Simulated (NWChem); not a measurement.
System meant: MoH$_{4}$F$_{2}$; SMILES [F][MoH4][F]

Input file for NWChem:

```
start job
memory heap 200 mb stack 900 mb global 1100 mb
geometry units angstroms noautoz
  Mo    -0.000000     0.104977    -0.156042
  F     -1.710036    -0.126088     0.574093
  F      1.710036    -0.126088     0.574093
  H      0.835296    -0.297468    -1.530974
  H      0.000000    -1.427463    -0.750666
  H      0.000001     1.293935    -1.336594
  H     -0.835297    -0.297469    -1.530973
end
basis spherical
  Mo library def2-svp
  F library def2-svp
  H library def2-svp
end
ecp
  Mo library def2-ecp
end
dft
  odft
  mult 2
  xc xpbe96 cpbe96
  iterations 150
  mulliken
end
task dft energy
```

End of the output:

```
 ==============================================================================
                                 internuclear angles
 ------------------------------------------------------------------------------
        center 1       |       center 2       |       center 3       |  degrees
 ------------------------------------------------------------------------------
    2 F                |   1 Mo               |   3 F                |   131.75
    2 F                |   1 Mo               |   4 H                |   138.84
    2 F                |   1 Mo               |   5 H                |    91.49
    2 F                |   1 Mo               |   6 H                |   111.23
    2 F                |   1 Mo               |   7 H                |    80.41
    3 F                |   1 Mo               |   4 H                |    80.41
    3 F                |   1 Mo               |   5 H                |    91.49
    3 F                |   1 Mo               |   6 H                |   111.23
    3 F                |   1 Mo               |   7 H                |   138.84
    4 H                |   1 Mo               |   5 H                |    58.25
    4 H                |   1 Mo               |   6 H                |    65.67
    4 H                |   1 Mo               |   7 H                |    60.49
    5 H                |   1 Mo               |   6 H                |   114.00
    5 H                |   1 Mo               |   7 H                |    58.25
    6 H                |   1 Mo               |   7 H                |    65.67
 ------------------------------------------------------------------------------
                            number of included internuclear angles:         15
 ==============================================================================

 Summary of "ao basis" -> "" (spherical)
 ------------------------------------------------------------------------------
       Tag                 Description            Shells   Functions and Types
 ---------------- ------------------------------  ------  ---------------------
 Mo                         def2-svp                11       31   5s3p2d1f
 F                          def2-svp                 6       14   3s2p1d
 H                          def2-svp                 3        5   2s1p

 Summary of "ao basis" -> "ao basis" (spherical)
 ------------------------------------------------------------------------------
       Tag                 Description            Shells   Functions and Types
 ---------------- ------------------------------  ------  ---------------------
 Mo                         def2-svp                11       31   5s3p2d1f
 F                          def2-svp                 6       14   3s2p1d
 H                          def2-svp                 3        5   2s1p

      Symmetry analysis of basis
      --------------------------

        a'         48
        a"         31

  number of electrons :                   36
  multiplicity        :                    2
 ------------------------------------------------------------------------
  no. of electrons and multiplicity not compatible                  36
 ------------------------------------------------------------------------
 ------------------------------------------------------------------------
  current input line :
    27: task dft energy
 ------------------------------------------------------------------------
 ------------------------------------------------------------------------
 There is an error in the input file
 ------------------------------------------------------------------------
 For more information see the NWChem manual at https://nwchemgit.github.io

0: no. of electrons and multiplicity not compatible:Received an Error in Communication
```

Problem. What is wrong, and how is it mended?

Solution. The program refused the input. Cause: the multiplicity doesn't fit the number of electrons (an even count wants an odd multiplicity, and the reverse). This input runs:
```
start job
memory heap 200 mb stack 900 mb global 1100 mb
geometry units angstroms noautoz
  Mo    -0.000000     0.104977    -0.156042
  F     -1.710036    -0.126088     0.574093
  F      1.710036    -0.126088     0.574093
  H      0.835296    -0.297468    -1.530974
  H      0.000000    -1.427463    -0.750666
  H      0.000001     1.293935    -1.336594
  H     -0.835297    -0.297469    -1.530973
end
basis spherical
  * library def2-svp
end
ecp
  Mo library def2-ecp
end
dft
  xc xpbe96 cpbe96
  iterations 150
  mulliken
end
task dft energy
```
It converges to -269.96513 Ha (PBE/def2-SVP with def2 effective core potentials on Mo).
